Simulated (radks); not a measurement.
The numbers below are computed, except where a source is named.
Species: a nucleus of charge 9.4 with 9 electrons. Configuration: [He] 2s2 2p5.

Code: a radial shooting solver on a logarithmic mesh with Libxc functionals. Model: scalar-relativistic Kohn-Sham, PBE, spin-polarised, spherical densities, point nucleus; open shells are filled with parallel spins first.

Energy parts (Ry):
total: -221.36419
kinetic: 221.25861
electron-nucleus: -527.62960
Hartree: 106.76484
exchange-correlation: -21.75804

Orbitals (lengths in bohr, moments of r in powers of bohr; <r^-3> diverges for s and p1/2; r(max) is where P^2 peaks; r(90%) holds 90 % of the orbital's charge):
| orbital | occ. | eigenvalue (Ry) | r(max) | <r> | r(90%) | <r^-3> |
|---|---|---|---|---|---|---|
| 1s up | 1 | -54.11520 | 0.1094 | 0.1685 | 0.302 | - |
| 1s down | 1 | -54.05823 | 0.1093 | 0.1684 | 0.301 | - |
| 2s up | 1 | -2.94798 | 0.7232 | 0.9390 | 1.51 | - |
| 2s down | 1 | -2.81407 | 0.7268 | 0.9486 | 1.52 | - |
| 2p up | 3 | -1.43261 | 0.6586 | 0.9905 | 1.72 | 9.776 |
| 2p down | 2 | -1.30127 | 0.6660 | 1.017 | 1.78 | 9.445 |

The highest occupied level is 2p down at -17.705 eV. Spin moment in Bohr magnetons: 1. Summed over all electrons, <r^2> = 8.844 bohr^2, which gives a Langevin (diamagnetic) susceptibility term of -7 x 10^-6 cm^3/mol. The density falls to 0.001 e/bohr^3 at r = 2.90 bohr.
